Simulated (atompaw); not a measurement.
# What one change does to a pseudopotential (Nd (Z = 60), PAW (atompaw))

```json
{"Element": "Nd", "Generator": "atompaw 4.2.0.5", "Type": "PAW", "Functional": "PBE", "Relativity": "scalar-relativistic", "Frozen core": "[Kr] 4d10 4f3", "Valence charge": "11", "Reference configuration": "5s2 5p6 5d1 6s1.5 6p0 (charge +0.5)", "Partial waves": "5s (bound): rc 2.10 bohr; 6s (bound): rc 2.75 bohr; 5p (bound): rc 2.35 bohr; 6p (bound, empty): rc 2.75 bohr; 5d (bound): rc 2.30 bohr; 5d channel at 0.3 Ry: rc 2.30 bohr; 5f channel at 0.2 Ry: rc 2.75 bohr; 5f channel at 2.2 Ry: rc 2.75 bohr", "Local potential": "bessel scheme, radius 2.70 bohr", "Core correction": "smooth core density matched at 2.40 bohr", "Augmentation charge": "besselshape compensation charge, radius 2.20 bohr; PAW radius 2.75 bohr; waves and projectors: custom polynom2 7 10 vanderbiltortho"}
```

Change: wave 5p (bound): rc 2.35 bohr becomes 5p (bound): rc 2.50 bohr.

Cutoffs: the cutoffs (Ry, on a coarse ladder) from which the occupation-weighted sum of valence levels, in a spherical-Bessel basis at the reference potential, stays within 10 and 1 mRy of its value at 400 Ry; they do not see the model core or the augmentation charge, which bear on the density cutoff.

Task: What does the change do?

Result: The potential gets harder (21 Ry and 35 Ry → 30 Ry and 70 Ry); neither file shows a bound ghost.

| quantity | base | changed |
| --- | --- | --- |
| cutoff, loose | 21 Ry | 30 Ry |
| cutoff, tight | 35 Ry | 70 Ry |
| bound ghosts | none | none |
| s: phases at 2.75 bohr within 0.05 rad from the reference energy up to (Ry; the scan ends near 5) | 3.5 | 3.5 |
| p: phases at 2.75 bohr within 0.05 rad from the reference energy up to (Ry; the scan ends near 5) | 1.0 | 1.0 |
| d: phases at 2.75 bohr within 0.05 rad from the reference energy up to (Ry; the scan ends near 5) | 2.9 | 2.9 |
| f: phases at 2.75 bohr within 0.05 rad from the reference energy up to (Ry; the scan ends near 5) | 0.8 | 0.8 |
| lowest overlap eigenvalue by channel | s 0.37, p 0.47, d 0.98, f 1.00 | s 0.37, p 0.71, d 0.98, f 1.00 |

 The cutoffs see the waves, projectors and local potential, not the compensation charge or the core.
